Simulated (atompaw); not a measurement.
**Pseudopotential generation for zinc (Zn): PAW (atompaw), LDA (PW92), scalar-relativistic.**

| Quantity | Value |
| --- | --- |
| Element | zinc (Zn) |
| Generator | atompaw 4.2.0.5 |
| Type | PAW |
| Functional | LDA (PW92) |
| Relativity | scalar-relativistic |
| Frozen core | [Ne] 3s2 |
| Valence charge | 18 |
| Reference configuration | 3p6 3d9 4s0 4p0 (charge +3) |
| Partial waves | 4s (bound, empty): rc 1.55 bohr; 4s channel at 1.4 Ry: rc 1.55 bohr; 3p (bound): rc 1.05 bohr; 4p (bound, empty): rc 1.05 bohr; 3d (bound): rc 1.55 bohr; 3d channel at -1.6 Ry: rc 1.55 bohr |
| Local potential | troulliermartins scheme with l = 3 at 0.5 Ry, radius 1.25 bohr |
| Core correction | smooth core density matched at 0.85 bohr |
| Augmentation charge | gaussian compensation charge, radius 1.40 bohr; PAW radius 1.55 bohr; waves and projectors: custom polynom2 7 10 vanderbiltortho |

Task: Does the potential have ghost states?

Result: Ghost state, extra bound levels that the all-electron valence spectrum of the same l lacks: s at -403.4 eV. A true bound ghost makes a file unfit for plane-wave use.

Task: Is the overlap operator S = 1 + Σ q|β⟩⟨β| positive definite (Bessel basis up to 400 Ry)?

Result: Yes: its lowest eigenvalue is 0.10 (s channel).
